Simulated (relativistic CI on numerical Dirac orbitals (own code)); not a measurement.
Method of calculation: Dirac-Coulomb-Breit CI, KLI orbitals optimised for each configuration, model QED (radiative potential, 1s self-energy scaled to tabulated hydrogen-like ionisation energies), unscaled Slater integrals (own radial code, finite nucleus).

The strongest absorption lines from the ground level of an ion, among the configurations computed and to levels below about 2870 eV (vacuum wavelength in Å, gf): 5.8235 (0.71), 6.2960 (1.7), 6.3533 (0.043), 6.5072 (0.12), 7.1536 (0.28), 30.025 (0.82), 44.190 (0.45), 60.635 (0.0035).

Task: Which ion is it?
A. Gd XLVII
B. Gd XLIX
C. Gd XLV
D. Er LI

Result: A. Gd XLVII has 18 electrons and the ground level 3s2 3p6 1S_0; the strongest line goes to 3s2 3p5 4d 1P°_1. The pattern of lines fixes the number of electrons, and along that sequence the line energies rise steadily with the charge (about as its square where n changes within one kind of shell, about linearly where n is kept but much faster in heavy ions where fine structure, which grows about as Z⁴, sets the gap, and irregularly where shells cross), which fixes Z. Configurations outside the model, such as inner-shell arrays, can give stronger lines. At this charge energies of transitions that change n are usually good to better than 1 %, and those within a shell (Δn = 0) to a few per cent.

LS names give the leading component of a level, which can be under half, so a name can repeat, a term be missing and a line seem to break the LS rules.
